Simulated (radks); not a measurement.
The numbers below are computed, except where a source is named.
Question: Ionisation of neutral tantalum, [Xe] 4f14 5d3 6s2, to Ta+, [Xe] 4f14 5d3 6s1, under several functionals. Scalar-relativistic Kohn-Sham, spin-polarised, spherical densities, finite nucleus; open shells are filled with parallel spins first (spin-orbit coupling, left out, can overturn this in heavy ions); a radial shooting solver on a logarithmic mesh with Libxc functionals. The NIST Atomic Spectra Database gives 7.550 eV (measured). Rank these functionals by the error of their Delta-SCF ionisation energy: LDA (Slater exchange, Perdew-Zunger correlation); PBEsol; AM05; LDA (Slater exchange, VWN5 correlation); MS2 meta-GGA; SOGGA; PBE; OLYP; TASK exchange with Perdew-Wang LDA correlation; BP86.

Answer: From best to worst: BP86 7.570 eV (+0.020); PBE 7.374 eV (-0.175); LDA (Slater exchange, VWN5 correlation) 7.736 eV (+0.186); LDA (Slater exchange, Perdew-Zunger correlation) 7.771 eV (+0.221); PBEsol 7.322 eV (-0.227); AM05 7.286 eV (-0.264); MS2 meta-GGA 7.282 eV (-0.268); OLYP 7.237 eV (-0.313); SOGGA 7.170 eV (-0.380); TASK exchange with Perdew-Wang LDA correlation 6.170 eV (-1.380). Open shells are spherical and high-spin; term and fine-structure splittings are not resolved. Spin-orbit splitting is averaged out at the scalar-relativistic level.
